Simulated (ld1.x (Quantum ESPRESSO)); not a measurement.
# An all-electron radial function and its pseudo partner (dysprosium (Dy))

Columns: radius, all-electron u(r) and pseudo u(r) of the 5p shell (level -27.08 eV) of dysprosium in the configuration [Kr] 4d10 4f9.5 5s2 5p6 5d0.5 6s2 6p0; LDA (PZ), scalar-relativistic, ultrasoft scheme, ld1.x (Quantum ESPRESSO) 7.5.

```json
{"r (bohr)": "0.200", "all-electron": "-0.2736", "pseudo": "-0.0576"}
{"r (bohr)": "0.400", "all-electron": "0.4478", "pseudo": "-0.2149"}
{"r (bohr)": "0.600", "all-electron": "0.2104", "pseudo": "-0.4306"}
{"r (bohr)": "0.800", "all-electron": "-0.3546", "pseudo": "-0.6503"}
{"r (bohr)": "1.000", "all-electron": "-0.7458", "pseudo": "-0.8229"}
{"r (bohr)": "1.200", "all-electron": "-0.9119", "pseudo": "-0.9151"}
{"r (bohr)": "1.400", "all-electron": "-0.9225", "pseudo": "-0.9190"}
{"r (bohr)": "1.600", "all-electron": "-0.8485", "pseudo": "-0.8508"}
{"r (bohr)": "1.800", "all-electron": "-0.7385", "pseudo": "-0.7410"}
{"r (bohr)": "2.000", "all-electron": "-0.6204", "pseudo": "-0.6208"}
{"r (bohr)": "2.200", "all-electron": "-0.5091", "pseudo": "-0.5091"}
{"r (bohr)": "2.400", "all-electron": "-0.4109", "pseudo": "-0.4109"}
{"r (bohr)": "2.600", "all-electron": "-0.3277", "pseudo": "-0.3277"}
{"r (bohr)": "2.800", "all-electron": "-0.2591", "pseudo": "-0.2591"}
{"r (bohr)": "3.000", "all-electron": "-0.2035", "pseudo": "-0.2035"}
{"r (bohr)": "3.200", "all-electron": "-0.1590", "pseudo": "-0.1590"}
{"r (bohr)": "3.400", "all-electron": "-0.1238", "pseudo": "-0.1238"}
{"r (bohr)": "3.600", "all-electron": "-0.0960", "pseudo": "-0.0960"}
{"r (bohr)": "3.800", "all-electron": "-0.0742", "pseudo": "-0.0742"}
{"r (bohr)": "4.000", "all-electron": "-0.0573", "pseudo": "-0.0573"}
{"r (bohr)": "4.200", "all-electron": "-0.0441", "pseudo": "-0.0441"}
{"r (bohr)": "4.400", "all-electron": "-0.0339", "pseudo": "-0.0339"}
{"r (bohr)": "4.600", "all-electron": "-0.0260", "pseudo": "-0.0260"}
{"r (bohr)": "4.800", "all-electron": "-0.0199", "pseudo": "-0.0199"}
{"r (bohr)": "5.000", "all-electron": "-0.0153", "pseudo": "-0.0153"}
{"r (bohr)": "5.200", "all-electron": "-0.0117", "pseudo": "-0.0117"}
```

(1) How many radial nodes do the two functions have?

(2) At about which radius was the pseudo-wave matched?

(3) Is the pseudo-wave norm-conserving?

## Answers

(1) The all-electron 5p function has n − l − 1 = 3 (the table is too coarse to show those close to the nucleus); the pseudo-wave has 0, since the states of the same l below it are removed with the core.

(2) 2.15 bohr, where the columns begin to agree (steps of 0.20 bohr).

(3) No, it belongs to an ultrasoft set: the norm inside the radius is not constrained, and the difference is carried by the augmentation charge.
